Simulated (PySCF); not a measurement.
Species: C₆H₉OP₂ (charge -1).
Bonds: C1–O2, O2–C3, C3–P4 (aromatic), P4–C5 (aromatic), C5–C6, C5–P7 (aromatic), P7–C8 (aromatic), C8–C9, C3–C8 (aromatic). Hydrogens: H10, H11, H12 on C1; H13, H14, H15 on C6; H16, H17, H18 on C9.

The same species was optimised twice, with GFN2-xTB and with PBE0-D3(BJ)/def2-SVP (PySCF), and the same property calculations (PySCF, gas phase) were run on both structures.

```json
{"coordinate": "C3–P4 (Å)", "GFN2-xTB": "1.760", "PBE0-D3(BJ)/def2-SVP": "1.779", "change": "+0.019"}
{"coordinate": "C3–C8 (Å)", "GFN2-xTB": "1.374", "PBE0-D3(BJ)/def2-SVP": "1.389", "change": "+0.015"}
{"coordinate": "P4–C5 (Å)", "GFN2-xTB": "1.740", "PBE0-D3(BJ)/def2-SVP": "1.751", "change": "+0.011"}
{"coordinate": "O2–C3 (Å)", "GFN2-xTB": "1.392", "PBE0-D3(BJ)/def2-SVP": "1.382", "change": "-0.010"}
{"coordinate": "P7–C8 (Å)", "GFN2-xTB": "1.757", "PBE0-D3(BJ)/def2-SVP": "1.765", "change": "+0.008"}
{"coordinate": "C5–P7 (Å)", "GFN2-xTB": "1.736", "PBE0-D3(BJ)/def2-SVP": "1.743", "change": "+0.007"}
{"coordinate": "C1–O2 (Å)", "GFN2-xTB": "1.390", "PBE0-D3(BJ)/def2-SVP": "1.386", "change": "-0.004"}
{"coordinate": "C8–C9 (Å)", "GFN2-xTB": "1.503", "PBE0-D3(BJ)/def2-SVP": "1.501", "change": "-0.002"}
{"coordinate": "C5–C6 (Å)", "GFN2-xTB": "1.507", "PBE0-D3(BJ)/def2-SVP": "1.507", "change": "0.000"}
{"coordinate": "C1–O2–C3 (°)", "GFN2-xTB": "114.4", "PBE0-D3(BJ)/def2-SVP": "116.1", "change": "+1.7"}
{"coordinate": "C5–P7–C8 (°)", "GFN2-xTB": "94.7", "PBE0-D3(BJ)/def2-SVP": "95.8", "change": "+1.1"}
{"coordinate": "C3–C8–P7 (°)", "GFN2-xTB": "116.1", "PBE0-D3(BJ)/def2-SVP": "115.3", "change": "-0.8"}
{"coordinate": "P7–C8–C9 (°)", "GFN2-xTB": "122.7", "PBE0-D3(BJ)/def2-SVP": "123.4", "change": "+0.7"}
{"coordinate": "C6–C5–P7 (°)", "GFN2-xTB": "122.0", "PBE0-D3(BJ)/def2-SVP": "122.6", "change": "+0.6"}
{"coordinate": "P4–C5–P7 (°)", "GFN2-xTB": "117.6", "PBE0-D3(BJ)/def2-SVP": "117.0", "change": "-0.6"}
{"coordinate": "O2–C3–C8 (°)", "GFN2-xTB": "118.0", "PBE0-D3(BJ)/def2-SVP": "117.5", "change": "-0.5"}
{"coordinate": "O2–C3–P4 (°)", "GFN2-xTB": "124.0", "PBE0-D3(BJ)/def2-SVP": "124.4", "change": "+0.4"}
{"coordinate": "C1–O2–C3–P4 (°)", "GFN2-xTB": "3", "PBE0-D3(BJ)/def2-SVP": "0", "change": "-3"}
```

Rotational constants: A = 1748, B = 1056, C = 666.3 MHz (GFN2-xTB) against A = 1734, B = 1040, C = 658.2 MHz (PBE0-D3(BJ)/def2-SVP).

On the GFN2-xTB structure: HOMO (eV) -0.65 [PBE0/pcSseg-1]; LUMO (eV) 4.32 [PBE0/pcSseg-1]; GIAO shielding of C1 (ppm) 126.1 [PBE0/pcSseg-1]; GIAO shielding of O2 (ppm) 234.3 [PBE0/pcSseg-1]; GIAO shielding of C3 (ppm) 4.7 [PBE0/pcSseg-1]; GIAO shielding of P4 (ppm) 207.0 [PBE0/pcSseg-1]; GIAO shielding of C5 (ppm) 15.3 [PBE0/pcSseg-1]; GIAO shielding of C6 (ppm) 163.4 [PBE0/pcSseg-1]; GIAO shielding of P7 (ppm) 153.7 [PBE0/pcSseg-1]; GIAO shielding of C8 (ppm) 51.6 [PBE0/pcSseg-1].

Q: What do these properties become on the PBE0-D3(BJ)/def2-SVP structure?

A: 
| property | level | on GFN2-xTB | on PBE0-D3(BJ)/def2-SVP | change |
| --- | --- | --- | --- | --- |
| HOMO (eV) | PBE0/pcSseg-1 | -0.65 | -0.64 | +0.01 |
| LUMO (eV) | PBE0/pcSseg-1 | 4.32 | 4.27 | -0.05 |
| energy, GFN2-xTB geometry as zero (kcal/mol) | PBE0/pcSseg-1 | 0.0 | -0.7 | -0.7 |
| GIAO shielding of C1 (ppm) | PBE0/pcSseg-1 | 126.1 | 125.8 | -0.3 |
| GIAO shielding of O2 (ppm) | PBE0/pcSseg-1 | 234.3 | 232.0 | -2.3 |
| GIAO shielding of C3 (ppm) | PBE0/pcSseg-1 | 4.7 | 1.1 | -3.6 |
| GIAO shielding of P4 (ppm) | PBE0/pcSseg-1 | 207.0 | 197.5 | -9.5 |
| GIAO shielding of C5 (ppm) | PBE0/pcSseg-1 | 15.3 | 14.4 | -0.9 |
| GIAO shielding of C6 (ppm) | PBE0/pcSseg-1 | 163.4 | 161.8 | -1.6 |
| GIAO shielding of P7 (ppm) | PBE0/pcSseg-1 | 153.7 | 142.6 | -11.1 |
| GIAO shielding of C8 (ppm) | PBE0/pcSseg-1 | 51.6 | 50.1 | -1.5 |

The heavy atoms differ by 0.023 Å rms after alignment. Among bonds between heavy atoms C3–P4 changes most (+0.019 Å). Changes are differences of the printed values. Neither structure is proved a minimum here. One conformer (not necessarily the lowest) at the PBE0-D3(BJ)/def2-SVP geometry, without solvent, vibrations or thermal averaging. The geometry's basis has no diffuse functions, a weakness for an anion.

Conformer computed: `[CH3:1][O:2][c:3]1[p-:4][c:5]([CH3:6])[p:7][c:8]1[CH3:9]`: C1–O2–C3–P4 0°.
